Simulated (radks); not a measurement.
Trend from Rb to Xe: ionisation energy by Delta-SCF between NIST ground configurations, and size. All-electron calculation, Dirac Kohn-Sham, PBEsol, spin-unpolarised, spherical densities, finite nucleus; open shells fill j = l - 1/2 first; Fermi nuclear charge, rms radius of each element as measured or else 0.836 A^(1/3) + 0.57 fm. Program: a radial shooting solver on a logarithmic mesh with Libxc functionals.

species      configuration  configuration of the ion  IE (eV)  NIST (eV)  kind  outermost  <r> outermost (bohr)  r at 0.001 e/bohr^3 (bohr)
Rb                [Kr] 5s1                      [Kr]    4.069      4.177  exp.      5s1/2                  5.25                        4.51
Sr                [Kr] 5s2                  [Kr] 5s1    5.896      5.695  exp.      5s1/2                  4.32                        5.27
Zr            [Kr] 4d2 5s2              [Kr] 4d2 5s1    7.156      6.634  exp.      5s1/2                  3.71                        5.08
Nb            [Kr] 4d4 5s1                  [Kr] 4d4    6.623      6.759  exp.      5s1/2                  3.71                        4.82
Mo            [Kr] 4d5 5s1                  [Kr] 4d5    6.882      7.092  exp.      5s1/2                  3.57                        4.70
Tc            [Kr] 4d5 5s2              [Kr] 4d5 5s1    8.177      7.119  exp.      5s1/2                  3.29                        4.74
Ru            [Kr] 4d7 5s1                  [Kr] 4d7    7.288      7.361  exp.      5s1/2                  3.36                        4.50
Rh            [Kr] 4d8 5s1                  [Kr] 4d8    7.455      7.459  exp.      5s1/2                  3.28                        4.41
Pd               [Kr] 4d10                  [Kr] 4d9    8.933      8.337  exp.      4d5/2                  1.60                        4.07
Ag           [Kr] 4d10 5s1                 [Kr] 4d10    7.748      7.576  exp.      5s1/2                  3.13                        4.25
Cd           [Kr] 4d10 5s2             [Kr] 4d10 5s1    9.310      8.994  exp.      5s1/2                  2.88                        4.37
In       [Kr] 4d10 5s2 5p1             [Kr] 4d10 5s2    5.577      5.786  exp.      5p1/2                  3.59                        4.61
Sn       [Kr] 4d10 5s2 5p2         [Kr] 4d10 5s2 5p1    7.123      7.344  exp.      5p1/2                  3.15                        4.68
Sb       [Kr] 4d10 5s2 5p3         [Kr] 4d10 5s2 5p2    7.981      8.608  exp.      5p3/2                  2.97                        4.67
Te       [Kr] 4d10 5s2 5p4         [Kr] 4d10 5s2 5p3    9.371      9.010  exp.      5p3/2                  2.71                        4.60
I        [Kr] 4d10 5s2 5p5         [Kr] 4d10 5s2 5p4   10.746     10.451  exp.      5p3/2                  2.51                        4.51
Xe                    [Xe]         [Kr] 4d10 5s2 5p5   12.120     12.130  exp.      5p3/2                  2.35                        4.40

Reference values: NIST Atomic Spectra Database (exp. = measured, semi-emp. = semi-empirical, theory = theoretical value adopted there). Spin polarisation and multiplet splitting are left out, so open shells lie too high by an amount that depends on their filling.

Beside tabulated values, note that spin-unpolarised runs miss the spin-polarisation part of the exchange energy of open shells.
